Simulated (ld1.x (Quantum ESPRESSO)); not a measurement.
**Cutoff test, copper (Cu), TM**

- Element: copper (Cu)
- Generator: ld1.x (Quantum ESPRESSO) 7.5
- Type: norm-conserving Troullier–Martins (Kleinman–Bylander form)
- Functional: PW91
- Relativity: scalar-relativistic
- Frozen core: [Ne] 3s2
- Valence charge: 17
- Reference configuration: 3p6 3d10 4s1 4p0
- Partial waves: 4s (bound): rc 2.35 bohr; 3p (bound): rc 0.85 bohr; 3d (bound): rc 1.10 bohr
- Local potential: all-electron potential smoothed inside 2.10 bohr (lloc = -1)
- Core correction: a·sin(br)/r model core inside 0.80 bohr

The pseudo-atom Hamiltonian at the reference potential is diagonalised in spherical Bessel functions j_l(qr) that vanish at 20 bohr, with q² up to the cutoff. All-electron valence levels (Ry): 4s -0.3427, 3p -5.3059, 4p -0.0550, 3d -0.3758.

Q: How do the lowest levels (Ry) of each channel move with the cutoff, and are there ghosts?

A:

```json
{"cutoff (Ry)": "8", "s #1": "-0.3395", "s #2": "0.0098", "p #1": "-0.8052", "p #2": "0.0085", "d #1": "0.0672", "d #2": "0.1483", "f #1": "0.1178", "Σ f·Δε (mRy)": "31437.7"}
{"cutoff (Ry)": "15", "s #1": "-0.3412", "s #2": "0.0097", "p #1": "-2.0252", "p #2": "-0.0143", "d #1": "0.0672", "d #2": "0.1481", "f #1": "0.1178", "Σ f·Δε (mRy)": "24115.4"}
{"cutoff (Ry)": "25", "s #1": "-0.3426", "s #2": "0.0095", "p #1": "-3.6000", "p #2": "-0.0321", "d #1": "0.0671", "d #2": "0.1479", "f #1": "0.1178", "Σ f·Δε (mRy)": "14664.8"}
{"cutoff (Ry)": "35", "s #1": "-0.3427", "s #2": "0.0095", "p #1": "-4.6055", "p #2": "-0.0401", "d #1": "0.0671", "d #2": "0.1477", "f #1": "0.1178", "Σ f·Δε (mRy)": "8631.2"}
{"cutoff (Ry)": "50", "s #1": "-0.3427", "s #2": "0.0095", "p #1": "-5.1452", "p #2": "-0.0437", "d #1": "0.0669", "d #2": "0.1470", "f #1": "0.1178", "Σ f·Δε (mRy)": "5391.5"}
{"cutoff (Ry)": "70", "s #1": "-0.3427", "s #2": "0.0095", "p #1": "-5.2888", "p #2": "-0.0445", "d #1": "0.0663", "d #2": "0.1439", "f #1": "0.1178", "Σ f·Δε (mRy)": "4524.1"}
{"cutoff (Ry)": "100", "s #1": "-0.3427", "s #2": "0.0095", "p #1": "-5.2991", "p #2": "-0.0446", "d #1": "-0.0714", "d #2": "0.0706", "f #1": "0.1178", "Σ f·Δε (mRy)": "3085.0"}
{"cutoff (Ry)": "140", "s #1": "-0.3427", "s #2": "0.0095", "p #1": "-5.3033", "p #2": "-0.0446", "d #1": "-0.3478", "d #2": "0.0686", "f #1": "0.1178", "Σ f·Δε (mRy)": "295.2"}
{"cutoff (Ry)": "180", "s #1": "-0.3427", "s #2": "0.0095", "p #1": "-5.3057", "p #2": "-0.0446", "d #1": "-0.3746", "d #2": "0.0686", "f #1": "0.1178", "Σ f·Δε (mRy)": "14.0"}
{"cutoff (Ry)": "260", "s #1": "-0.3427", "s #2": "0.0095", "p #1": "-5.3059", "p #2": "-0.0446", "d #1": "-0.3755", "d #2": "0.0686", "f #1": "0.1178", "Σ f·Δε (mRy)": "2.9"}
{"cutoff (Ry)": "400", "s #1": "-0.3427", "s #2": "0.0095", "p #1": "-5.3060", "p #2": "-0.0446", "d #1": "-0.3758", "d #2": "0.0686", "f #1": "0.1178", "Σ f·Δε (mRy)": "0.0"}
```

Result: no extra level below or beside the all-electron valence levels (s, p, d, f tested); 10 mRy is reached at 200 Ry and 1 mRy at over 300 Ry.

Its largest configuration-test error is -1193 meV.
